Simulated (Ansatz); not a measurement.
Computed with Ansatz on PBE0-D4/def2-TZVP structures; ΔE is electronic, products minus reactants. CCSD(T)/CBS is the MP2 limit (def2-TZVPP, def2-QZVPP) plus CCSD(T) − MP2 in def2-TZVPP, frozen cores. This one scheme is used for every species. Functionals use def2-TZVPP. B3LYP here is the variant with VWN-RPA as its local correlation; programs differ in this. One conformer a species, not always the lowest.

Consider the β-hydride elimination: `C#[C][AlH][CH2]C` → `C#[C][AlH2]` + ethylene.

CCSD(T)/CBS gives +135.7 kJ/mol.

**Question.** Another level gave +117.9 kJ/mol. Which?
A. B3LYP/def2-TZVPP
B. PBE0-D4/def2-TZVPP
C. B3LYP-D4/def2-TZVPP
D. PBE0/def2-TZVPP

**Answer.** A. B3LYP 117.9, B3LYP-D4 130.4, PBE0-D4 154.8, PBE0 147.7 kJ/mol.

Largest T1 diagnostic among the species: 0.013.

In def2-TZVPP, CCSD(T) changes the Hartree–Fock value by +30.3 kJ/mol (the triples alone add +1.4 kJ/mol) and MP2 by +42.8 kJ/mol. The D4 term adds +12.5 kJ/mol with B3LYP and +7.1 kJ/mol with PBE0; it sums over pairs of atoms, weighted by their polarisabilities, and B3LYP, whose exchange is more repulsive, gets the larger term. From PBE to PBE0 (25 % exact exchange), in def2-TZVPP and without D4, ΔE moves by +9.0 kJ/mol.
